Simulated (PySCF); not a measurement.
**Cost of excited-state runs on `CO[C@H]1C=COCCO1`, C6H10O3**

Geometry:
| atom | x (Å) | y (Å) | z (Å) |
| --- | --- | --- | --- |
| C1 | 2.764 | -0.219 | 0.089 |
| O2 | 1.598 | 0.118 | -0.628 |
| C3 | 0.608 | 0.752 | 0.152 |
| C4 | -0.379 | 1.322 | -0.833 |
| C5 | -1.591 | 0.920 | -1.203 |
| O6 | -2.405 | -0.065 | -0.772 |
| C7 | -2.136 | -0.708 | 0.456 |
| C8 | -0.687 | -1.162 | 0.634 |
| O9 | 0.108 | -0.109 | 1.137 |
| H10 | 2.535 | -0.879 | 0.932 |
| H11 | 3.415 | -0.732 | -0.615 |
| H12 | 3.261 | 0.682 | 0.468 |
| H13 | 1.065 | 1.575 | 0.733 |
| H14 | 0.041 | 2.151 | -1.382 |
| H15 | -2.087 | 1.444 | -2.012 |
| H16 | -2.381 | -0.029 | 1.285 |
| H17 | -2.813 | -1.564 | 0.477 |
| H18 | -0.280 | -1.535 | -0.313 |
| H19 | -0.645 | -1.953 | 1.386 |

PySCF with density fitting, on 1 thread of an Arm Neoverse N1, shared host. Command: `OMP_NUM_THREADS=1 python excited_run.py task.json out`

Task: How long does this run take, and how much memory?
- magnetisability and related constants, B3LYP/pcSseg-1; usual settings

Result: 
```
                                  run           level  basis functions  wall time  peak memory (GiB)
magnetisability and related constants  B3LYP/pcSseg-1              203       74 s               0.99
```
Times from a shared host are rough.
